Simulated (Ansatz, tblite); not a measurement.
Forces on Si3O6 at its PBE0-D4/def2-SVP geometry. The state is a singlet with charge 0.

The xTB rows come from tblite. The structure comes from a short search, and lower isomers may exist.

GFN1-xTB (tblite), largest force 1.21 eV/Å:

```xyz
9
positions Å, forces eV/Å
Si    0.000    0.000    0.000    0.000    0.000    0.000
Si   -1.609    0.396    1.709   -0.127    0.031    0.134
Si    1.609   -0.395   -1.709    0.126   -0.031   -0.134
O     0.059    0.573    1.571    0.318    0.435    1.088
O     0.951   -1.300   -0.453    0.563   -1.070   -0.112
O    -1.658   -0.180    0.129   -1.182   -0.223   -0.171
O     0.649    0.907   -1.247    0.300    0.858   -0.806
O     2.631   -0.647   -2.796   -0.584    0.143    0.620
O    -2.631    0.647    2.795    0.584   -0.144   -0.620
```

GFN2-xTB (tblite), largest force 1.52 eV/Å:

```
Si 0.000 0.000 0.000
Si -0.461 0.114 0.490
Si 0.461 -0.113 -0.490
O -0.963 -0.329 -0.549
O -0.009 1.029 -0.527
O 0.690 0.396 0.839
O 0.282 -1.096 0.237
O -1.027 0.252 1.092
O 1.028 -0.253 -1.092
```

PBE0-D4/def2-TZVP (Ansatz), largest force 0.77 eV/Å:

```
Si 0.000 0.000 0.000
Si 0.278 -0.068 -0.296
Si -0.278 0.068 0.295
O -0.581 -0.211 -0.366
O -0.027 0.649 -0.307
O 0.453 0.243 0.502
O 0.155 -0.680 0.171
O -0.518 0.127 0.551
O 0.518 -0.128 -0.550
```
